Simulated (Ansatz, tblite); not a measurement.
Cost and result up the ladder for cyclo-(H2GeNH)2 (Ge2N2H6) (10 atoms). Total charge 0; singlet. Geometry: B3LYP-D4/def2-SVP.

```xyz
10

Ge   -0.0336    0.0591   -1.3640
H     0.7247   -0.8973   -2.3187
H    -0.8338    1.0919   -2.1970
N     0.9900    0.7890    0.0102
Ge    0.0318   -0.0584    1.3641
H     0.8330   -1.0916    2.1958
H    -0.7255    0.8975    2.3200
N    -0.9932   -0.7879   -0.0101
H     1.3255    1.7469    0.0436
H    -1.3188   -1.7493   -0.0438
```

Ansatz on 4 threads of Arm Neoverse V2 on a shared host; xTB runs through tblite on one thread. Times are rough, summed over both states, and most runs start from the orbitals of an earlier one. PBE0-D4/def2-TZVP serves as the yardstick here, not as an exact answer. The other state is a doublet.

The xTB rows come from tblite.

Raw xTB energies of ions are shifted by several eV.

```
                            level  functions  wall time  vertical IE (eV)  difference from PBE0-D4/def2-TZVP (eV)
                         GFN2-xTB         32    0.006 s             13.16                                    4.47
                         GFN1-xTB         38     0.01 s             13.55                                    4.86
                 PBE-D4/def2-TZVP        194        5 s              8.31                                   -0.38
                PBE0-D4/def2-TZVP        194      8.6 s              8.69                                    0.00
r2SCAN-D4/def2-TZVP (with forces)        194       13 s              8.45                                   -0.24
```
